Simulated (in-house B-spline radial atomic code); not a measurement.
## LDA VWN5 excitations of Ba

Method: LDA VWN5. Computed with a B-spline radial code for spherical atoms: linear response of the closed shell [Xe] 6s2 with the functional's adiabatic kernel; scalar-relativistic (spin-free one-electron X2C), finite nucleus, no spin-orbit coupling, no double excitations, S, P, D and F terms only; shells from n = 4 respond.

Spin-orbit coupling is strong here, so these LS terms don't match observed levels.

Command:
```bash
python run_td.py task.json out
```
Settings (radii: box in bohr, nucleus in fm):
```
Z                        56
electrons                56
configuration            [Xe] 6s2
hamiltonian              x2c
method                   lda,vwn
box_radius               8
wall_radius              8
rms_radius               4.8378
intervals                67
```

Time taken, with all properties: 1.1 s on 1 thread of Arm Neoverse N1, on a shared host.

Confined states, up to the first strongly mixed one, which can leave gaps near the end. Labels give the largest channel, * marks a mixed state, and oscillator strengths are full-response dipole values. Semilocal kernels can invert the small singlet-triplet splittings of Rydberg terms. Energies in eV:

| state | full response | Tamm-Dancoff | oscillator strength |
| --- | --- | --- | --- |
| 6s → 5d 3D | 0.650 | 0.757 | - |
| 6s → 5d 1D | 1.337 | 1.373 | - |
| 6s → 6p 3P | ? | ? | - |
| 6s → 6p 1P | 3.713 | 3.954 | 2.04 |
| 6s → 4f 3F | 4.645 | 4.653 | - |
| 6s → 4f 1F | 4.781 | 4.782 | - |
| 6s → 6d 3D | 8.163 | 8.171 | - |
| 6s → 6d 1D | ? | ? | - |
| 6s → 5f 3F | 8.633 | 8.645 | - |
| 6s → 5f 1F | 8.666 | 8.677 | - |
| 6s → 7s 3S | 9.690 | 9.697 | - |
| 6s → 7s 1S | 10.225 | 10.258 | - |
| 6s → 7p 3P | 13.282 | 13.290 | - |
| 6s → 7p 1P | 13.352 | 13.376 | 0.287 |
| 5p → 5d 3P | 15.920 | 15.948 | - |
| 5p → 5d 3F | 16.134 | 16.157 | - |

Question: Where does 6s → 6d 1D lie?

Answer: At 8.188 eV in full response, 8.197 eV in Tamm-Dancoff.

Question: Where does 6s → 6p 3P lie?

Answer: At 2.339 eV in full response, 2.391 eV in Tamm-Dancoff.

Question: How large is the singlet-triplet splitting of 6s → 5d (D terms) in Tamm-Dancoff?

Answer: 0.616 eV, from the unrounded values.

Question: What polarisabilities and dispersion coefficient does the method give?

Answer: Dipole 121.4 bohr³, quadrupole 3368 bohr⁵, C6 1771 hartree·bohr⁶ for two such species.
